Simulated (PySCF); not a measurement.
Polarisability and C₆ of Ta (tantalum, neutral)

[Xe] 4f14 5d3 6s2, high-spin 4F determinant. All numbers are calculated (PySCF 2.14, the spin-free X2C one-electron Hamiltonian (Gaussian nucleus), in x2c-TZVPPall with one added diffuse shell each of s, p, d, f type (12s8p8d4f1g, 113 functions)). Coupled (time-dependent) response in atomic units; α is the mean over directions.

```
method  mean α (bohr³)  C₆ (like pair)  S(−4)
   PBE           81.19            1031   2587
```

S(−4) is the Cauchy moment in α(ω) = α(0) + S(−4) ω² + …

Reference α: 74 ± 20 bohr³ (recommended; Schwerdtfeger and Nagle, table of static dipole polarizabilities (2023 update)). Published C₆: 887.0 (Gould and Bucko (2016)).

Spin-orbit coupling is absent.

α(iu) at PBE:

| u (hartree) | α(iu) (bohr³) |
| --- | --- |
| 0 | 81.19 |
| 0.0500 | 75.34 |
| 0.100 | 62.81 |
| 0.200 | 40.28 |
| 0.300 | 27.10 |
| 0.500 | 15.00 |
| 0.750 | 9.052 |
| 1.00 | 6.260 |
| 1.50 | 3.644 |
| 2.00 | 2.423 |
| 3.00 | 1.301 |
| 5.00 | 0.5480 |

A single London oscillator, α(iu) = α/(1 + u²/ω²), gives C₆ = (3/4) ω α². Matching the computed C₆ needs ω = 4 × 1031 / (3 × 81.19²) = 0.209 hartree.

Spin-orbit coupling, absent here, splits the open shell strongly.
